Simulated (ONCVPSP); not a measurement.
Reading a pseudo-wave (rhodium (Rh))

Columns: radius, all-electron u(r) and pseudo u(r) of the 4s shell (level -80.88 eV) of rhodium in the configuration [Ar] 3d10 4s2 4p6 4d8.5 5s0.5; PBE, scalar-relativistic, ONCV scheme, ONCVPSP 4.0.1.

| r (bohr) | all-electron | pseudo |
| --- | --- | --- |
| 0.108 | 0.3968 | 0.2064 |
| 0.215 | -0.3931 | 0.4030 |
| 0.322 | -0.6230 | 0.5842 |
| 0.430 | -0.1930 | 0.7437 |
| 0.538 | 0.3849 | 0.8725 |
| 0.645 | 0.8309 | 0.9641 |
| 0.752 | 1.0862 | 1.0158 |
| 0.860 | 1.1767 | 1.0269 |
| 0.968 | 1.1493 | 0.9990 |
| 1.075 | 1.0544 | 0.9386 |
| 1.182 | 0.9279 | 0.8537 |
| 1.290 | 0.7920 | 0.7524 |
| 1.398 | 0.6618 | 0.6447 |
| 1.505 | 0.5454 | 0.5399 |
| 1.612 | 0.4443 | 0.4432 |
| 1.720 | 0.3579 | 0.3578 |
| 1.828 | 0.2863 | 0.2863 |
| 1.935 | 0.2283 | 0.2282 |
| 2.042 | 0.1812 | 0.1811 |
| 2.150 | 0.1430 | 0.1429 |
| 2.258 | 0.1125 | 0.1124 |
| 2.365 | 0.0884 | 0.0884 |
| 2.472 | 0.0694 | 0.0694 |
| 2.580 | 0.0543 | 0.0542 |
| 2.688 | 0.0423 | 0.0423 |
| 2.795 | 0.0331 | 0.0331 |

(1) How many radial nodes do the two functions have?

(2) At about which radius was the pseudo-wave matched?

(3) Is the pseudo-wave norm-conserving?

Answers

(1) The all-electron 4s function has n − l − 1 = 3 (the table is too coarse to show those close to the nucleus); the pseudo-wave has 0, since the states of the same l below it are removed with the core.

(2) 1.80 bohr, where the columns begin to agree (steps of 0.11 bohr).

(3) Yes: the ONCV scheme keeps the norm inside the radius equal to the all-electron one, which fixes the energy derivative of the logarithmic derivative at the level.
